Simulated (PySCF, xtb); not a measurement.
C₄H₆O₂Si, SMILES [SiH3]c1c(O)cco1.

Geometry optimised at r2SCAN-D4/def2-SVP. The structure was generated by enumeration, and PubChem lists no compound with its InChIKey, so it may never have been made. The values are those of a single conformer.

The numbers are results of IEF-PCM-M06-2X/def2-SVP in PySCF, not measurements.

The values are the electrostatic part of the solvation free energy, E(continuum) − E(gas) at the gas-phase geometry, in a cavity of scaled van der Waals radii (PySCF's table); cavitation and dispersion terms are not included. In vacuum the orbital gap is 8.20 eV. The dipole moment in vacuum is 2.80 D.

| solvent | ε | ΔG(elec) (kcal/mol) | dipole (D) | gap (eV) |
|---|---|---|---|---|
| water | 78.36 | -6.3 | 3.64 | 8.22 |
| dimethylsulfoxide | 46.83 | -6.2 | 3.62 | 8.22 |
| tetrahydrofuran | 7.43 | -5.1 | 3.47 | 8.21 |

For comparison, GFN2-xTB/ALPB(water) (xtb, at the GFN2-xTB geometry, all terms of that model) gives -3.7 kcal/mol.
